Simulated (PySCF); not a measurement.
Zn(F)(Et) (C2H5FZn), SMILES C[CH2][Zn][F].

Geometry: B3LYP-D3(BJ)/def2-SVP. The structure was generated by enumeration; whether it is a known compound was not checked. Other conformers were not sampled.

Method: HF/def2-TZVP (PySCF).

Symmetry labels are those of the subgroup Cs that the program uses (full group Cs).

Computed valence orbital energies around the gap with their symmetry:
| orbital | symmetry | energy (eV) |
|---|---|---|
| HOMO−7 | A" | -16.33 |
| HOMO−6 | A' | -15.64 |
| HOMO−5 | A' | -15.47 |
| HOMO−4 | A' | -15.00 |
| HOMO−3 | A" | -15.00 |
| HOMO−2 | A' | -14.00 |
| HOMO−1 | A" | -13.38 |
| HOMO | A' | -10.60 |
| LUMO | A' | 1.98 |
| LUMO+1 | A' | 2.12 |
| LUMO+2 | A" | 2.18 |
| LUMO+3 | A' | 3.78 |
